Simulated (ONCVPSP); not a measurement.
## What one change does to a pseudopotential (Sb, ONCV)

ONCVPSP 4.0.1 input, shortened (lines: element, Z, core and valence counts, functional; n l f; lmax; l rc ep ncon nbas qcut; lloc lpopt rc5 dvloc0; l nproj debl; icmod fcfact rcfact), PBE, scalar-relativistic:

```
  Sb 51.00    9    2        4      upf
    1    0    2.00
    2    0    2.00
    2    1    6.00
    3    0    2.00
    3    1    6.00
    3    2   10.00
    4    0    2.00
    4    1    6.00
    4    2   10.00
    5    0    1.00
    5    1    4.00
    2
    0    1.90    0.00    4    7    2.80
    1    2.55    0.00    5    9    3.30
    2    1.95    0.26    4    9    4.60
    4    5    1.70    1.00
    0    1    3.20
    1    1    3.70
    2    2    3.30
    3    4.00    1.05
```

Change: p: qcut 4.6.

Cutoffs: the cutoffs (Ha) at which the residual kinetic energy of the hardest occupied pseudo-wave falls to 1 and 0.1 mHa per electron; they do not see the model core or the augmentation charge, which bear on the density cutoff. Errors are all-electron minus pseudo energies relative to the spin-unpolarised reference configuration.

Task: Predict the effect on cutoff, ghosts and configuration errors.

Result: The potential gets neither clearly harder nor softer (25 Ha and 32 Ha → 25 Ha and 32 Ha); both files keep a bound ghost (s); of the 4 tests that both files solve, the error grows in 0 and shrinks in 3 by more than 15 % and 0.3 meV (median size 13.1 → 7.5 meV).

```tsv
quantity	base	changed
cutoff, loose	25 Ha	25 Ha
cutoff, tight	32 Ha	32 Ha
loose cutoff by channel	s 25 Ha, p 5.5 Ha	s 25 Ha, p 6.8 Ha
bound ghosts	s	s
GHOST(+) flags under 300 eV	d at 1.4 eV	d at 1.4 eV
error for 5s2 5p3, meV [ΔE -8.11 eV]	+10	+3.9
error for 5s2 5p2, meV [ΔE 0.21 eV]	+6.2	-0.3
error for 5s2 5p1, meV [ΔE 16.17 eV]	+16	+11
error for 5s2 5p0, meV [ΔE 40.59 eV]	+111	+118
s: phases at 1.93 bohr within 0.05 rad from the reference energy up to (Ha; the scan ends near 5)	-0.3	-0.3
p: phases at 2.59 bohr within 0.05 rad from the reference energy up to (Ha; the scan ends near 5)	0.8	0.9
d: phases at 1.98 bohr within 0.05 rad from the reference energy up to (Ha; the scan ends near 5)	0.6	0.6
rms error of d²Exc/dni dnj with the model core, mHa	4.33	4.20
```

Base: The cutoffs count occupied waves only; projector 2 of the d channel, the hardest unoccupied one, needs 101 Ha at the loose tolerance. Changed file: The cutoffs count occupied waves only; projector 2 of the d channel, the hardest unoccupied one, needs 101 Ha at the loose tolerance. A true bound ghost makes a file unfit for plane-wave use even where its test errors are small: the radial tests pick states by their node count and pass the ghost by.
